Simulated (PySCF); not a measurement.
Spectra and structures to be paired. Method: TDDFT PBE0/def2-SVPD, vertical, gas phase, core orbitals frozen in the response (PySCF). Geometries: GFN2-xTB; one conformer of each isolated species. Triplets are in the Tamm–Dancoff approximation.

A. `COC/C(C)=C\Cl`
B. `C/N=C1\CC[C@@H]1C`
C. `C=CCN1CCC1`
D. `CNC1CC=CC1`
E. `OC[C@@H]1O[C@@H]1F`

Lowest singlet levels (six at most, fewer where fewer were computed) with oscillator strengths:

1. 206 nm (f 0.005); 204 nm (f 0.002); 186 nm (f 0.004); 184 nm (f 0.011); 182 nm (f 0.014); 177 nm (f 0.186); T1 4.32 eV
2. 233 nm (f 0.006); 205 nm (f 0.023); 191 nm (f 0.004); 188 nm (f 0.002); 183 nm (f 0.050); 172 nm (f 0.006); T1 4.46 eV
3. 252 nm (f 0.002); 193 nm (f 0.011); 178 nm (f 0.014); 174 nm (f 0.158); 169 nm (f 0.034); 167 nm (f 0.028); T1 4.20 eV
4. 171 nm (f 0.010); 153 nm (f 0.005); 151 nm (f 0.035); 147 nm (f 0.036); 147 nm (f 0.021); 142 nm (f 0.047); T1 6.91 eV
5. 206 nm (f 0.002); 191 nm (f 0.294); 188 nm (f 0.001); 182 nm (f 0.005); 173 nm (f 0.013); 170 nm (f 0.001); T1 4.11 eV

Task: Match each spectrum to its molecule.

Result: 1 = D, 2 = C, 3 = B, 4 = E, 5 = A.
- A: S1 at 6.02 eV, HOMO-1→LUMO (99%); Löwdin shares by element: HOMO carbon 59% or more, chlorine 29%; LUMO carbon 66% or more, chlorine 10% (atoms not listed hold the other 25%); HOMO -7.24 and LUMO -0.21 eV.
- B: S1 at 4.91 eV, HOMO→LUMO (97%); Löwdin shares by element: HOMO nitrogen 52%, carbon 31% or more (atoms not listed hold the other 17%); LUMO carbon 43% or more, nitrogen 26% (atoms not listed hold the other 31%); HOMO -6.71 and LUMO 0.03 eV.
- C: S1 at 5.32 eV, HOMO→LUMO (99%); Löwdin shares by element: HOMO nitrogen 55%, carbon 24% or more (atoms not listed hold the other 21%); LUMO carbon 66% or more, hydrogen 13% or more (atoms not listed hold the other 21%); HOMO -6.23 and LUMO 0.28 eV.
- D: S1 at 6.02 eV, HOMO→LUMO+1 (48%), HOMO→LUMO (45%); Löwdin shares by element: HOMO nitrogen 59%, carbon 19% or more, hydrogen 5% or more (atoms not listed hold the other 17%); LUMO carbon 77% or more (atoms not listed hold the other 23%); HOMO -6.47 and LUMO 0.63 eV.
- E: S1 at 7.27 eV, HOMO→LUMO (97%); Löwdin shares by element: HOMO oxygen 62%, carbon 22% or more (atoms not listed hold the other 16%); LUMO oxygen 46%, hydrogen 22% or more, carbon 12% or more (atoms not listed hold the other 20%); HOMO -8.26 and LUMO 0.57 eV.
A and D have S1 within 0.01 eV of each other; their strongest listed levels stand at 6.48 eV (f 0.294) and 6.99 eV (f 0.186).

Without π bonds the low states may be Rydberg-like; a valence basis with one diffuse set may place them up to an eV too high.
